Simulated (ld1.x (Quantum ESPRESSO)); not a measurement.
**tellurium (Te), ultrasoft: configuration errors across variants**

Te (Z = 52), ultrasoft, made with ld1.x (Quantum ESPRESSO) 7.5 (PBEsol, scalar-relativistic). Core [Kr] 4d10, reference 5s2 5p4. Waves: 5s (bound): rcut 1.70, rcutus 1.90 bohr; 5s channel at -0.7 Ry: rcut 1.70, rcutus 1.90 bohr; 5p (bound): rcut 1.65, rcutus 2.00 bohr; 5p channel at -0.05 Ry: rcut 1.65, rcutus 2.00 bohr. Local part: all-electron potential smoothed inside 1.45 bohr (lloc = -1). Core correction: Bessel-smoothed model core, default radius (core density twice the valence density). Augmentation charge: PSQ, inside the norm-conserving radii.

All-electron excitation energies from the reference (eV): (1) 5s2 5p3 9.753; (2) 5s2 5p2 27.722; (3) 5s2 5p1 54.678; (4) 5s1 5p4 19.626; (5) 5s2 5p4.3 -1.472; (6) 5s2 5p3.5 3.907; (7) 5s1 5p5 9.285.

3 further variants failed, have other tests or too few solved ones, and are left out.

A true bound ghost makes a file unfit for plane-wave use even where its test errors are small: the radial tests pick states by their node count and pass the ghost by.

Errors AE − PS in meV (a dash: test not solved or not reliable):

```csv
change,(1),(2),(3),(4),(5),(6),(7),bound ghosts
base,-8.9,-56,-198,-26,+0.2,-2.1,-8.9,"s, d"
"waves 5s (bound): rcut 1.70, rcutus 1.86 bohr; 5s channel at -0.7 Ry: rcut 1.70, rcutus 1.86 bohr",-8.8,-55,-197,-27,+0.1,-2.1,-9.0,"s, d"
"waves 5s (bound): rcut 1.70, rcutus 2.22 bohr; 5s channel at -0.7 Ry: rcut 1.70, rcutus 2.22 bohr",-9.4,-59,-209,-23,+0.1,-2.2,-11,"s, d"
"waves 5s (bound): rcut 1.70, rcutus 2.46 bohr; 5s channel at -0.7 Ry: rcut 1.70, rcutus 2.46 bohr",-9.5,-60,-211,-23,+0.1,-2.2,-13,"s, d"
"waves 5s (bound): rcut 1.70, rcutus 2.66 bohr; 5s channel at -0.7 Ry: rcut 1.70, rcutus 2.66 bohr",-9.5,-60,-209,-23,+0.1,-2.2,-15,"s, d"
"waves 5s (bound): rcut 1.70, rcutus 2.88 bohr; 5s channel at -0.7 Ry: rcut 1.70, rcutus 2.88 bohr",-9.3,-57,-196,-24,+0.1,-2.2,-17,"s, d"
```

**Question.** Give the same row for: waves 5s (bound): rcut 1.70, rcutus 2.02 bohr; 5s channel at -0.7 Ry: rcut 1.70, rcutus 2.02 bohr.

**Answer.** -9.0, -57, -201, -25, +0.1, -2.1, -9.2; bound ghosts: s, d.
